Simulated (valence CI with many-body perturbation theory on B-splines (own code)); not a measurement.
## Energy levels of Co XXII

Computed by relativistic CI+MBPT: four valence electrons over a frozen Dirac-Fock core [He], a basis of 11 s, 11 p, 10 d, 8 f, 5 g, 2 h functions for each j, with the one-electron correlation potential Σ1 (screened to all orders), the two-electron term Σ2, the three-electron term Σ3, Breit, model QED; selected single and double excitations, second order for the rest, scaled by the run's own slope (own B-spline code, finite nucleus).

No measured spectrum was set against this ion. As an estimate, levels of excited configurations hold to 0.05 to 0.15 % of their energy, terms of the ground configuration to about 0.5 %. Among the levels kept, up to 1100 cm⁻¹ of a level comes from second order outside the variational space, and about a tenth of that is noise between levels of different J, which matters for small intervals.

Levels 46 to 90 of 195, with energies above the lowest level, 2s²2p² ³P_0. "Leading %" is the weight of the configuration and term that name the level; weights of strongly mixed levels are sums over their largest components and can fall short, so below about 35 % the name and the second component can differ from the true leading terms, or belong to a minority configuration. In the jj column 3d3/2^4 stands for four electrons in 3d with j = 3/2.

```
No.  Configuration  Term  J  E (× 10³ cm⁻¹)  Leading %      g  Second component                   Leading jj
 46        2s²2p3d   ³D°  3          8987.5         70  1.258  22 % 2s²2p3d ³F°      2s^2 2p3/2 3d3/2 (48 %)
 47        2s²2p3d   ³P°  1          9002.3         63  1.289  23 % 2s²2p3d ³D°      2s^2 2p3/2 3d3/2 (81 %)
 48        2s²2p3d   ³P°  0          9003.2         70         24 % 2s2p²3p ⁵D°      2s^2 2p3/2 3d3/2 (70 %)
 49        2s²2p3d   ³P°  2          9003.4         51  1.332  41 % 2s²2p3d ³D°      2s^2 2p3/2 3d5/2 (59 %)
 50        2s2p²3p   ⁵D°  0          9015.7         66         26 % 2s²2p3d ³P°      2s 2p1/2^2 3p1/2 (44 %)
 51        2s2p²3p   ⁵D°  1          9017.5         51  1.672  14 % 2s2p²3p ³S°      2s 2p1/2^2 3p1/2 (51 %)
 52        2s2p²3s    ³P  2          9033.3         82  1.458    6 % 2s²2p3p ³P     2s 2p1/2 2p3/2 3s (62 %)
 53        2s2p²3p   ⁵D°  2          9059.0         71  1.577  22 % 2s2p²3p ⁵P°      2s 2p1/2^2 3p3/2 (44 %)
 54        2s²2p3d   ¹F°  3          9060.8         82  1.038  11 % 2s²2p3d ³D°      2s^2 2p3/2 3d5/2 (52 %)
 55        2s²2p3d   ¹P°  1          9063.4         52  1.241  14 % 2s2p²3p ³S°      2s^2 2p3/2 3d5/2 (58 %)
 56        2s2p²3p   ³S°  1          9070.3         28  1.595  26 % 2s²2p3d ¹P°  2s 2p1/2 2p3/2 3p1/2 (52 %)
 57        2s2p²3p   ⁵P°  1          9106.0         42  1.546  35 % 2s2p²3p ³D°      2s 2p1/2^2 3p3/2 (37 %)
 58        2s2p²3p   ⁵P°  2          9111.3         50  1.652  23 % 2s2p²3p ⁵D°  2s 2p1/2 2p3/2 3p1/2 (57 %)
 59        2s2p²3p   ⁵D°  3          9114.9         85  1.514  13 % 2s2p²3p ⁵P°  2s 2p1/2 2p3/2 3p3/2 (82 %)
 60        2s2p²3p   ³D°  1          9142.9         52  1.329  27 % 2s2p²3p ⁵P°  2s 2p1/2 2p3/2 3p3/2 (77 %)
 61        2s2p²3p   ⁵P°  3          9154.0         62  1.547  26 % 2s2p²3p ³D°  2s 2p1/2 2p3/2 3p1/2 (46 %)
 62        2s2p²3p   ⁵D°  4          9170.3         94  1.482   6 % 2s2p²3p ³F°  2s 2p1/2 2p3/2 3p3/2 (57 %)
 63        2s2p²3p   ³D°  2          9175.8         76  1.291  12 % 2s2p²3p ⁵P°  2s 2p1/2 2p3/2 3p3/2 (74 %)
 64        2s2p²3s    ³D  1          9183.2         92  0.538                       2s 2p1/2 2p3/2 3s (80 %)
 65        2s2p²3s    ³D  2          9193.0         84  1.183    7 % 2s2p²3s ³P     2s 2p1/2 2p3/2 3s (70 %)
 66        2s2p²3p   ³P°  0          9210.1         92          6 % 2s2p²3p ⁵D°  2s 2p1/2 2p3/2 3p3/2 (86 %)
 67        2s2p²3s    ³D  3          9210.5         91  1.351    6 % 2s2p²3s ⁵P         2s 2p3/2^2 3s (57 %)
 68        2s2p²3p   ⁵S°  2          9211.9         78  1.920  11 % 2s2p²3p ⁵P°  2s 2p1/2 2p3/2 3p1/2 (47 %)
 69        2s2p²3p   ³D°  3          9236.7         68  1.383  22 % 2s2p²3p ⁵P°      2s 2p3/2^2 3p3/2 (48 %)
 70        2s2p²3p   ³P°  1          9240.2         72  1.481  12 % 2s2p²3p ³S°  2s 2p1/2 2p3/2 3p3/2 (54 %)
 71        2s2p²3d    ⁵F  1          9241.0         85  0.158    7 % 2s2p²3d ⁵D      2s 2p1/2^2 3d3/2 (59 %)
 72        2s2p²3p   ³P°  2          9241.8         80  1.464   5 % 2s2p²3p ¹D°  2s 2p1/2 2p3/2 3p3/2 (68 %)
 73        2s2p²3d    ⁵F  2          9250.1         70  1.134   19 % 2s2p²3d ⁵D      2s 2p1/2^2 3d3/2 (40 %)
 74        2s2p²3s    ¹D  2          9268.0         84  1.052    9 % 2s2p²3s ³P         2s 2p3/2^2 3s (50 %)
 75        2s2p²3d    ⁵F  3          9270.2         55  1.363   30 % 2s2p²3d ⁵D      2s 2p1/2^2 3d5/2 (49 %)
 76        2s2p²3s    ³P  1          9306.8         44  1.624   35 % 2s2p²3s ³S     2s 2p1/2 2p3/2 3s (54 %)
 77        2s2p²3s    ³P  0          9314.3         78          19 % 2s2p²3s ¹S     2s 2p1/2 2p3/2 3s (63 %)
 78        2s2p²3d    ⁵F  4          9318.1         73  1.381   25 % 2s2p²3d ⁵D  2s 2p1/2 2p3/2 3d5/2 (86 %)
 79        2s2p²3d    ⁵D  0          9327.2         93           5 % 2s2p²3d ³P  2s 2p1/2 2p3/2 3d3/2 (93 %)
 80        2s2p²3d    ⁵D  2          9327.4         40  1.404   26 % 2s2p²3d ⁵F  2s 2p1/2 2p3/2 3d3/2 (75 %)
 81        2s2p²3d    ⁵D  1          9327.8         77  1.410    9 % 2s2p²3d ⁵F  2s 2p1/2 2p3/2 3d3/2 (87 %)
 82        2s2p²3d    ⁵F  3          9334.7         40  1.436   32 % 2s2p²3d ⁵P  2s 2p1/2 2p3/2 3d5/2 (41 %)
 83        2s2p²3d    ³F  2          9349.7         36  1.140   34 % 2s2p²3d ³P      2s 2p1/2^2 3d5/2 (34 %)
 84        2s2p²3d    ⁵F  5          9367.4         94  1.386    6 % 2s2p²3d ³G  2s 2p1/2 2p3/2 3d5/2 (57 %)
 85        2s2p²3p   ³F°  2          9377.2         63  0.804  27 % 2s2p²3p ¹D°  2s 2p1/2 2p3/2 3p1/2 (84 %)
 86        2s2p²3d    ⁵D  4          9377.2         63  1.426   23 % 2s2p²3d ⁵F  2s 2p1/2 2p3/2 3d5/2 (37 %)
 87        2s2p²3d    ³F  2          9386.9         56  1.033   29 % 2s2p²3d ³P  2s 2p1/2 2p3/2 3d5/2 (74 %)
 88        2s2p²3d    ⁵P  3          9399.1         50  1.501   27 % 2s2p²3d ⁵D  2s 2p1/2 2p3/2 3d3/2 (36 %)
 89        2s2p²3d    ³P  1          9413.0         72  1.378   12 % 2s2p²3d ³D  2s 2p1/2 2p3/2 3d5/2 (66 %)
 90        2s2p²3d    ⁵P  2          9414.9         73  1.731   19 % 2s2p²3d ⁵D  2s 2p1/2 2p3/2 3d3/2 (45 %)
```

Names give the largest LS component (configuration and term), which can be under half, so a name can repeat, a term be missing and a line seem to break the LS rules; names also repeat where a configuration has a term twice.
